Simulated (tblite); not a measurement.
Input of a run (GFN2-xTB geometry optimisation, gas phase (tblite 0.8.0)), started from a force field or distance geometry:
```
{"job": {"kind": "relax", "xc": "GFN2-xTB", "basis": "xTB"}, "charge": 0, "multiplicity": 1}
Si     1.912500     0.001200     0.189900
N      0.586400     1.201500     0.001700
C     -0.720800     0.627500    -0.023800
Si    -0.990800    -0.262800     1.555000
Si    -0.955600    -0.438300    -1.538100
H      2.415900     0.020500     1.586000
H      3.002100     0.456000    -0.706200
H      1.542900    -1.348200    -0.223300
H      0.719300     1.823100    -0.812300
H     -1.479300     1.466100    -0.152000
H     -2.414100    -0.533400     1.835500
H     -0.271100    -1.553000     1.574400
H     -0.368200     0.551700     2.627000
H     -0.327900     0.332800    -2.661800
H     -2.388100    -0.613200    -1.885800
H     -0.270700    -1.722500    -1.377500
```

Output (eV, eV/Å):
```
step      E/eV     max force
  0    -431.19650    2.322
  1    -431.38961    0.832
  2    -431.43292    0.454
  3    -431.45994    0.431
  4    -431.49161    0.426
  5    -431.52046    0.427
  6    -431.54191    0.372
  7    -431.55809    0.398
  8    -431.57263    0.304
  9    -431.58836    0.327
 10    -431.60351    0.300
 11    -431.61368    0.276
 12    -431.62121    0.241
 13    -431.62941    0.253
 14    -431.63933    0.231
 15    -431.64910    0.230
 16    -431.65619    0.213
 17    -431.66164    0.224
 18    -431.66804    0.248
 19    -431.67467    0.269
 20    -431.68062    0.204
 21    -431.68567    0.173
 22    -431.69004    0.199
 23    -431.69373    0.205
 24    -431.69687    0.152
 25    -431.69939    0.103
 26    -431.70132    0.111
 27    -431.70295    0.117
 28    -431.70451    0.109
 29    -431.70627    0.117
 30    -431.70838    0.149
 31    -431.71056    0.131
 32    -431.71234    0.092
 33    -431.71367    0.106
 34    -431.71494    0.104
 35    -431.71645    0.083
 36    -431.71788    0.079
 37    -431.71891    0.071
 38    -431.71981    0.089
 39    -431.72110    0.093
 40    -431.72328    0.121
 41    -431.72662    0.172
 42    -431.73039    0.167
 43    -431.73345    0.105
 44    -431.73543    0.103
 45    -431.73672    0.090
 46    -431.73795    0.094
 47    -431.73921    0.098
 48    -431.74038    0.096
 49    -431.74124    0.058
 50    -431.74167    0.047
 51    -431.74192    0.035
 52    -431.74219    0.038
 53    -431.74254    0.054
 54    -431.74306    0.060
 55    -431.74367    0.062
 56    -431.74418    0.063
 57    -431.74451    0.052
 58    -431.74478    0.065
 59    -431.74519    0.070
 60    -431.74579    0.079
 61    -431.74633    0.071
 62    -431.74669    0.043
 63    -431.74692    0.034
 64    -431.74713    0.044
 65    -431.74737    0.040
 66    -431.74760    0.036
 67    -431.74777    0.027
 68    -431.74789    0.026
 69    -431.74800    0.032
 70    -431.74812    0.033
 71    -431.74822    0.027
 72    -431.74831    0.017
 73    -431.74837    0.025
 74    -431.74842    0.025
 75    -431.74847    0.017
 76    -431.74852    0.017
 77    -431.74857    0.020
 78    -431.74865    0.027
 79    -431.74874    0.029
 80    -431.74881    0.018
 81    -431.74884    0.014
 82    -431.74887    0.013
 83    -431.74891    0.018
 84    -431.74900    0.029
 85    -431.74917    0.040
 86    -431.74944    0.047
 87    -431.74969    0.032
 88    -431.74981    0.017
 89    -431.74986    0.016
 90    -431.74990    0.017
 91    -431.74999    0.028
 92    -431.75012    0.032
 93    -431.75023    0.022
 94    -431.75029    0.014
 95    -431.75032    0.013
 96    -431.75036    0.015
 97    -431.75043    0.023
 98    -431.75053    0.026
 99    -431.75061    0.017
100    -431.75064    0.013
101    -431.75065    0.010
102    -431.75067    0.011
103    -431.75071    0.014
104    -431.75074    0.011
105    -431.75076    0.007
```

Problem. Summarise the run.

Solution. The energy falls by 12.8 kcal/mol over 105 L-BFGS steps, the largest force on an atom goes from 2.32 to 0.007 eV/Å, and the atoms move by 0.405 Å rms after alignment. The bond that changes most is Si1–N2 (SiH3 silicon to silicon-bound nitrogen), which shortens by 0.084 Å. Bonds longer at the end by more than 0.005 Å: 4 of 15; shorter: 10. Among the angles that change most is Si1–N2–C3, from 114.1° to 127.3°. Among the dihedrals that turn most is H6–Si1–N2–C3, from -103° to -64°. The energy never rose by more than 1e-5 eV on the way. The first step brought 35 % of the lowering.

Problem. What are the final bond lengths?

Solution. Si1–N2 1.714 Å, N2–C3 1.459 Å, C3–Si4 1.907 Å, C3–Si5 1.916 Å, Si1–H6 1.464 Å, Si1–H7 1.463 Å, Si1–H8 1.473 Å, N2–H9 1.010 Å, C3–H10 1.101 Å, Si4–H11 1.467 Å, Si4–H12 1.463 Å, Si4–H13 1.463 Å, Si5–H14 1.468 Å, Si5–H15 1.462 Å, Si5–H16 1.462 Å. Numbering counts from 1 in the input's order; the species is `[SiH3]NC([SiH3])[SiH3]`.

Its GFN2-xTB frequencies are all real (lowest 63 cm⁻¹). The numbers are those of one conformer.

All values are computed, not measured.
